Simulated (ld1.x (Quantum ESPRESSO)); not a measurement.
## How hard is this phosphorus (P) TM potential?

* Element: P
* Generator: ld1.x (Quantum ESPRESSO) 7.5
* Type: norm-conserving Troullier–Martins (Kleinman–Bylander form)
* Functional: PW91
* Relativity: fully relativistic
* Frozen core: [Ne]
* Valence charge: 5
* Reference configuration: 3s2 3p3
* Partial waves: 3s (bound): rc 1.20 bohr; 3p (bound): rc 1.55 bohr
* Local potential: all-electron potential smoothed inside 1.15 bohr (lloc = -1)
* Core correction: a·sin(br)/r model core inside 0.75 bohr

Open shells are filled in proportion to 2j + 1 (rel_dist='average').

The pseudo-atom Hamiltonian at the reference potential is diagonalised in spherical Bessel functions j_l(qr) that vanish at 20 bohr, with q² up to the cutoff. All-electron valence levels (Ry): 3s -1.0301, 3p1/2 -0.4104, 3p3/2 -0.4064.

Q: How do the lowest levels (Ry) of each channel move with the cutoff, and are there ghosts?

A:

```
cutoff (Ry)     s #1  p1/2 #1  p3/2 #1    d #1    f #1  Σ f·Δε (mRy)
          8  -0.9560  -0.4066  -0.4028  0.0676  0.1190         159.1
         12  -0.9958  -0.4097  -0.4057  0.0674  0.1190          70.9
         18  -1.0126  -0.4099  -0.4059  0.0673  0.1190          36.5
         25  -1.0133  -0.4102  -0.4062  0.0673  0.1190          34.2
         35  -1.0183  -0.4102  -0.4062  0.0673  0.1190          24.1
         45  -1.0252  -0.4103  -0.4064  0.0673  0.1190          10.0
         55  -1.0277  -0.4103  -0.4064  0.0673  0.1190           5.0
         70  -1.0279  -0.4103  -0.4064  0.0672  0.1190           4.5
         90  -1.0292  -0.4104  -0.4064  0.0672  0.1190           2.0
        110  -1.0298  -0.4104  -0.4064  0.0672  0.1190           0.6
        140  -1.0299  -0.4104  -0.4064  0.0672  0.1190           0.5
        400  -1.0301  -0.4104  -0.4064  0.0672  0.1190           0.0
```

Result: no extra level below or beside the all-electron valence levels (s, p1/2, p3/2, d, f tested); 10 mRy is reached at 50 Ry and 1 mRy at 110 Ry.

Its largest configuration-test error is +313 meV.
